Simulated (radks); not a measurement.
Question: Numerical settings for the gallium ion Ga16+, [Ne] 3s2 3p3. Method: scalar-relativistic Kohn-Sham, SCAN, spin-polarised, spherical densities, finite nucleus; open shells are filled with parallel spins first; meta-GGA in the generalised Kohn-Sham scheme; Fermi nuclear charge, rms radius 3.9973 fm; computed with a radial shooting solver on a logarithmic mesh with Libxc functionals. The defaults (mesh step 0.008 in ln r, mesh end at 40 bohr or more with all orbitals vanishing there, Anderson mixing 0.5 over 9 steps, residual threshold near 1e-9 with the energy settled to 1e-9 hartree or 1e-11 of itself, here a cap of 59 iterations) give E = -1812.944 hartree and 3p at -580.36 eV in 23 iterations. Run on one thread of a shared host, so times are rough (Arm Neoverse N1): 0.23 s of CPU time, 0.23 s wall, 23 iterations on 2189 mesh points. One setting is changed at a time: mesh step in ln r 0.05; mesh step in ln r 0.2; mesh step in ln r 0.02; mesh end (bohr) 400; mesh end (bohr) 5; residual threshold 0.001; residual threshold 1e-13; mixing 0.01; linear mixing, mixing 0.05; linear mixing, mixing 1; mixing history 3; iteration cap 5. Which runs fail to converge, and which converge to a wrong energy?

Answer: Not converged within the cap: mesh step in ln r 0.2; residual threshold 1e-13; mixing 0.01; linear mixing, mixing 0.05; linear mixing, mixing 1; iteration cap 5. Settings that end as converged yet miss the energy by more than 1 mhartree: mesh step in ln r 0.05 (-0.113 hartree); mesh step in ln r 0.02 (+0.0225 hartree).
